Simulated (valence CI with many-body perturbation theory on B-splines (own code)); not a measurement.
La XLV: electric-dipole lines

Computed by relativistic CI+MBPT: three valence electrons over a frozen Dirac-Fock core [Ne], a basis of 11 s, 11 p, 9 d, 7 f, 5 g, 2 h, 1 i functions for each j, with the one-electron correlation potential Σ1 (screened to all orders), the two-electron term Σ2, the three-electron term Σ3, Breit, model QED; selected single and double excitations, second order for the rest (own B-spline code, finite nucleus).

No measured spectrum was set against this ion. As an estimate, large intervals hold to a few tenths of a per cent, small ones and those within an open d or f shell to about a per cent.

Lines 201 to 250 of 278 in falling wavelength, among levels below 678.75 eV, chosen from the strongest by gf and those to the six lowest levels. Wavelengths and rates use the calculated energies. Electric multipoles are in the length gauge, E1 and E2 with the static RPA response of the core. Weak lines are less certain than strong ones. Lines between different terms over intervals too small for the method are left out, as are lines whose strength nearly cancels. The highest levels of a list are the least certain.

Levels are named by their leading jj configuration (3d3/2^4 stands for four electrons in 3d with j = 3/2), which in mixed levels can hold well under half, so a name can repeat and another be missing. Letters in brackets count levels of one name in rising energy.

```csv
λ vac (Å),Upper,Lower,A (s⁻¹),S (a.u.)
45.42,(3s 3d3/2 3d5/2) J=5/2 [a],(3s 3p1/2 3d5/2) J=5/2 [a],2.39e+11,6.62e-02
44.93,(3s 3d3/2 3d5/2) J=3/2 [a],(3s 3p1/2 3d5/2) J=5/2 [a],2.81e+11,5.02e-02
44.78,(3s 3d3/2^2) J=5/2,(3s 3p1/2 3d3/2) J=5/2,2.96e+11,7.88e-02
44.60,(3s 3d3/2 3d5/2) J=5/2 [a],(3s 3p1/2 3d3/2) J=3/2 [b],4.22e+10,1.11e-02
44.59,(3s 3p3/2 3d5/2) J=3/2 [a],(3s 3p1/2 3p3/2) J=3/2 [b],1.23e+11,2.15e-02
44.57,(3s 3d3/2^2) J=3/2,(3s 3p1/2 3d3/2) J=3/2 [a],2.86e+11,5.00e-02
44.48,(3s 3p3/2 3d3/2) J=5/2 [b],(3s 3p1/2 3p3/2) J=3/2 [b],1.85e+11,4.83e-02
44.42,(3s 3p3/2 3d3/2) J=3/2 [b],(3s 3p1/2 3p3/2) J=5/2,1.07e+08,1.84e-05
44.13,(3s 3p3/2 3d3/2) J=1/2 [b],(3s 3p1/2 3p3/2) J=3/2 [b],4.68e+08,3.97e-05
43.39,(3s 3p3/2 3d5/2) J=5/2 [a],(3s 3p1/2 3p3/2) J=5/2,1.74e+10,4.21e-03
42.56,(3s 3p3/2 3d3/2) J=3/2 [b],(3s 3p1/2 3p3/2) J=3/2 [a],6.78e+07,1.03e-05
42.28,(3s 3p1/2 3d5/2) J=3/2,(3s 3p1/2^2) J=1/2,1.09e+11,1.63e-02
42.11,(3s 3p3/2 3d5/2) J=3/2 [a],(3s 3p1/2 3p3/2) J=5/2,5.71e+07,8.42e-06
42.02,(3s 3p3/2 3d5/2) J=7/2 [a],(3s 3p1/2 3p3/2) J=5/2,6.43e+10,1.88e-02
42.01,(3s 3p3/2 3d3/2) J=5/2 [b],(3s 3p1/2 3p3/2) J=5/2,1.60e+10,3.50e-03
41.62,(3s 3p3/2 3d5/2) J=5/2 [a],(3s 3p1/2 3p3/2) J=3/2 [a],1.26e+09,2.70e-04
41.54,(3s 3d3/2 3d5/2) J=5/2 [a],(3s 3p1/2 3d3/2) J=5/2,3.97e+10,8.43e-03
41.46,(3s 3p3/2 3d5/2) J=1/2,(3s 3p1/2 3p3/2) J=3/2 [b],2.65e+10,1.86e-03
40.59,(3s 3p3/2 3d5/2) J=3/2 [b],(3s 3p1/2 3p3/2) J=3/2 [b],9.27e+07,1.22e-05
40.43,(3s 3p3/2 3d5/2) J=3/2 [a],(3s 3p1/2 3p3/2) J=3/2 [a],1.06e+10,1.38e-03
40.35,(3s 3p3/2 3d5/2) J=7/2 [b],(3s 3p1/2 3p3/2) J=5/2,1.37e+06,3.55e-07
40.34,(3s 3p3/2 3d3/2) J=5/2 [b],(3s 3p1/2 3p3/2) J=3/2 [a],2.16e+07,4.19e-06
40.33,(3s 3p3/2 3d5/2) J=5/2 [b],(3s 3p1/2 3p3/2) J=3/2 [b],8.15e+09,1.58e-03
40.05,(3s 3p3/2 3d3/2) J=1/2 [b],(3s 3p1/2 3p3/2) J=3/2 [a],3.21e+07,2.03e-06
38.52,(3s 3p3/2 3d5/2) J=3/2 [b],(3s 3p1/2 3p3/2) J=5/2,7.27e+09,8.20e-04
38.29,(3s 3p3/2 3d5/2) J=5/2 [b],(3s 3p1/2 3p3/2) J=5/2,8.54e+09,1.42e-03
37.84,(3s 3p3/2 3d5/2) J=1/2,(3s 3p1/2 3p3/2) J=3/2 [a],7.47e+08,4.00e-05
37.11,(3s 3p3/2 3d5/2) J=3/2 [b],(3s 3p1/2 3p3/2) J=3/2 [a],1.16e+09,1.17e-04
36.90,(3s 3p3/2 3d5/2) J=5/2 [b],(3s 3p1/2 3p3/2) J=3/2 [a],5.16e+09,7.68e-04
36.85,(3p1/2 3p3/2^2) J=3/2,(3s 3p1/2^2) J=1/2,7.86e+09,7.76e-04
36.37,(3s 3p3/2^2) J=1/2,(3s^2 3p1/2) J=1/2,4.44e+09,2.11e-04
36.08,(3p1/2 3p3/2^2) J=1/2,(3s 3p1/2^2) J=1/2,2.95e+09,1.37e-04
35.88,(3p3/2^3) J=3/2,(3s 3p1/2 3p3/2) J=3/2 [b],9.24e+07,8.43e-06
35.83,(3s 3p3/2^2) J=3/2,(3s^2 3p1/2) J=1/2,1.98e+07,1.80e-06
34.58,(3s 3p3/2 3d3/2) J=3/2 [a],(3s 3p1/2^2) J=1/2,1.05e+09,8.56e-05
34.49,(3s 3p3/2 3d3/2) J=1/2 [a],(3s 3p1/2^2) J=1/2,3.67e+08,1.49e-05
34.25,(3p3/2^3) J=3/2,(3s 3p1/2 3p3/2) J=5/2,1.80e+09,1.43e-04
33.14,(3p3/2^3) J=3/2,(3s 3p1/2 3p3/2) J=3/2 [a],1.61e+07,1.16e-06
32.78,(3s 3p3/2 3d3/2) J=3/2 [b],(3s 3p1/2^2) J=1/2,5.63e+08,3.91e-05
32.40,(3p1/2^2 3d3/2) J=3/2,(3s^2 3p3/2) J=3/2,6.59e+07,4.42e-06
31.50,(3s 3p3/2 3d5/2) J=3/2 [a],(3s 3p1/2^2) J=1/2,4.24e+08,2.61e-05
31.27,(3s 3p3/2 3d3/2) J=1/2 [b],(3s 3p1/2^2) J=1/2,3.96e+08,1.20e-05
29.91,(3s 3p3/2 3d5/2) J=1/2,(3s 3p1/2^2) J=1/2,2.53e+09,6.69e-05
29.89,(3p1/2^2 3d5/2) J=5/2,(3s^2 3p3/2) J=3/2,2.35e+07,1.86e-06
29.45,(3s 3p3/2 3d5/2) J=3/2 [b],(3s 3p1/2^2) J=1/2,6.10e+08,3.08e-05
26.89,(3p3/2^3) J=3/2,(3s 3p1/2^2) J=1/2,8.01e+07,3.08e-06
26.33,(3p1/2 3p3/2 3d3/2) J=5/2 [a],(3s^2 3p3/2) J=3/2,6.05e+05,3.27e-08
26.01,(3p1/2 3p3/2 3d3/2) J=3/2 [a],(3s^2 3p3/2) J=3/2,1.05e+07,3.66e-07
25.90,(3p1/2 3p3/2 3d3/2) J=1/2 [a],(3s^2 3p3/2) J=3/2,2.94e+06,5.05e-08
25.35,(3p1/2^2 3d3/2) J=3/2,(3s^2 3p1/2) J=1/2,3.37e+06,1.09e-07
```
